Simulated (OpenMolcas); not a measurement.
## Fe3+: effect of the metal basis

Fe3+ with its 6 nearest chloride ions at 2.48 Å, on the Y site of Cs2NaYCl6 (a = 10.7396 Å, distance in the model lattice 2.619 Å). The rest of the host is ab initio model potentials to 7.6 Å and point charges beyond; the distance is set by hand and nothing relaxes.

| Item | Value |
| --- | --- |
| Program | OpenMolcas 26.06 |
| Method | CASSCF |
| Spin-orbit coupling | RASSI with atomic mean-field integrals over the reference wave functions |

Fixed: ligand basis ANO-RCC-VDZP, active space 5 electrons in 5 orbitals (3d), DKH2 Hamiltonian.

States (labels of O, the rotations of Oh). Energies in cm-1 above the lowest state or level, χT in cm3 K/mol.

```csv
Run,Metal basis,Ground state,First gap with spin-orbit (degeneracies),χT at 300 K,First state of another spin,Cost
A,ANO-RCC-VDZP,6A1,"27912 (6, 2)",4.385,4T1 27995,roughly 70 core-seconds
B,ANO-RCC-VTZP,6A1,"28681 (6, 2)",4.386,4T1 28760,roughly 90 core-seconds
```

Costs are those of the RASSCF and RASSI steps.

Without dynamic correlation the repulsion within the d shell is too large (B by tens of per cent), so at a given field states of lower spin stand too high. Ligand-to-metal charge-transfer states are missing. With no ligand orbital active B as a rule stays too high, so bands that hang on it stand too high and its fall with covalency is understated. With metal d orbitals alone and no dynamic correlation the field as a rule comes out too small, by tens of per cent, by up to half for chloride and softer ligands. No measured value stands beside these numbers; the geometry was set by hand and not optimised.
